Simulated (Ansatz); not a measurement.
Consider the redistribution: `CO[SiH2]S[SiH2]Cl` + `F[SiH](F)[S][GeH3]` → `CO[SiH2]S[SiH](F)F` + `Cl[SiH2][S][GeH3]`.

Isolated molecules relaxed with PBE0-D4/def2-TZVP in Ansatz; ΔE leaves out vibrations. CBS: MP2 limit from def2 TZ/QZ plus the TZ coupled-cluster correction, frozen cores. Functionals use def2-TZVPP. B3LYP here is the variant with VWN-RPA as its local correlation; programs differ in this. For Ge outer-core shells are correlated without core-valence functions, which leaves a few kJ/mol of doubt a bond. Scalar relativity is left out up to krypton. One conformer a species, not always the lowest.

`CO[SiH2]S[SiH2]Cl`:

```xyz
13

C     0.882   -1.067    1.306
O    -0.417   -1.137    0.758
Si   -1.487    0.085    0.623
S    -1.738    0.745   -1.406
Si    0.289    0.820   -2.003
Cl    1.424    2.008   -0.761
H     1.066   -0.107    1.798
H     0.998   -1.868    2.038
H     1.625   -1.200    0.516
H    -1.040    1.218    1.471
H    -2.836   -0.389    1.002
H     0.922   -0.517   -1.983
H     0.313    1.408   -3.359
```

`F[SiH](F)[S][GeH3]`:

Cartesian coordinates in Å:
```
F 2.268 0.455 0.088
Si 1.142 0.562 -1.025
F 0.953 -0.920 -1.565
S -0.652 1.312 -0.254
Ge -1.236 -0.449 1.014
H 1.635 1.423 -2.112
H 0.027 -1.080 1.606
H -2.133 0.146 2.104
H -2.006 -1.448 0.145
```

`CO[SiH2]S[SiH](F)F`:

Z-matrix (Å, degrees):
```
C
O 1 1.414
H 1 1.094 2 110.4
H 1 1.094 2 111.6 3 -121.5
H 1 1.091 2 108.2 3 119.0
Si 2 1.637 1 125.5 3 90.5
S 6 2.140 2 107.2 1 136.8
H 6 1.485 2 109.2 1 16.1
H 6 1.482 2 112.6 1 -107.1
Si 7 2.108 6 95.7 2 -32.3
F 10 1.589 7 111.1 6 -48.2
F 10 1.585 7 106.4 6 -164.3
H 10 1.468 7 115.5 6 75.8
```

`Cl[SiH2][S][GeH3]`:

```xyz
9

Cl    3.243    0.422    1.154
Si    1.533    0.086    0.078
S    -0.025   -0.361    1.443
Ge   -1.674   -0.131   -0.045
H     1.791   -1.044   -0.843
H     1.219    1.309   -0.700
H    -2.817   -1.025    0.445
H    -2.106    1.340   -0.112
H    -1.165   -0.595   -1.420
```

```csv
level,ΔE (kcal/mol)
B3LYP-D4,2.0
PBE,1.2
MP2/def2-QZVPP,1.2
SCS-MP2/def2-QZVPP,1.1
```

What does CCSD(T)/CBS give? (An estimate is asked.)

The calculation gave: +1.1 kcal/mol. The listed levels differ from it by 0.9, 0.1, 0.1, 0.0 kcal/mol.

Largest T1 diagnostic among the species: 0.012.

The D4 term adds +0.9 kcal/mol with B3LYP and +0.5 kcal/mol with PBE0; it sums over pairs of atoms, weighted by their polarisabilities, and B3LYP, whose exchange is more repulsive, gets the larger term.
